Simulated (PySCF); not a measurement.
Simulated C 1s region for `C[O][GaH][CH3]`, binding energy against the vacuum level.

Every computed line was given a Gaussian of 0.7 eV full width at half maximum and an area set by the number of equivalent atoms; the highest printed point is 100. Method: PySCF, delta-SCF UKS SCAN, pcX-2 on the ionised atom, pcseg-1 elsewhere, spin-free X2C.

binding energy (eV), intensity and a bar:
```
    289.2          1 
    289.3          2 
    289.4          4 #
    289.5          9 ##
    289.6         17 #####
    289.7         31 #########
    289.8         49 ###############
    289.9         69 #####################
    290.0         88 ##########################
    290.1         99 ##############################
    290.2        100 ##############################
    290.3         90 ###########################
    290.4         73 ######################
    290.5         52 ################
    290.6         33 ##########
    290.7         19 ######
    290.8         10 ###
    290.9          5 #
    291.0          4 #
    291.1          5 #
    291.2         10 ###
    291.3         19 #####
    291.4         33 ##########
    291.5         51 ###############
    291.6         72 #####################
    291.7         89 ###########################
    291.8        100 ##############################
    291.9         99 ##############################
    292.0         88 ##########################
    292.1         70 #####################
    292.2         50 ###############
    292.3         32 #########
    292.4         18 #####
    292.5          9 ###
    292.6          4 #
    292.7          2 
    292.8          1
```

**Question.** Count the maxima, the lines and the sites behind this envelope.

**Answer.** The curve has 2 maxima (at 290.2 and 291.8 eV). Under it lie 2 lines from 2 inequivalent carbon sites.

**Question.** Decompose the envelope and assign each component. Numbering: `[CH3:1][O:2][GaH:3][CH3:4]`.

**Answer.** 
| position (eV) | relative area | line | atoms | environment |
| --- | --- | --- | --- | --- |
| 290.16 | 1 | C 1s | C4 | methyl carbon |
| 291.85 | 1 | C 1s | C1 | methoxy carbon |

**Question.** What are the centre and the root-mean-square width of the whole band?

**Answer.** The area-weighted mean of the lines is 291.00 eV. Their own spread about it is 0.84 eV (rms) and each Gaussian has σ = 0.7/2.355 = 0.30 eV; the variances add, which gives 0.89 eV.

**Question.** Above which line width would these two lines show one maximum?

**Answer.** Two equal Gaussians merge once their distance is under 2σ = FWHM/1.177. With 1.69 eV between them that is a full width over 1.99 eV.

The listed C 1s values span 1.69 eV, from C4 (bonded to 3 H and Ga) to C1 (bonded to O and 3 H). Summing the Pauling electronegativity differences to the bonded atoms, each weighted by its formal bond order, gives -1.79 for the lowest site and -0.16 for the highest.

The curve has no shake-up lines and no vibrational structure. One conformer (not necessarily the lowest) at the PBE0-D3(BJ)/def2-SVP geometry, without solvent, vibrations or thermal averaging.

Conformer computed: `[CH3:1][O:2][GaH:3][CH3:4]`: C1–O2–Ga3–C4 180°.
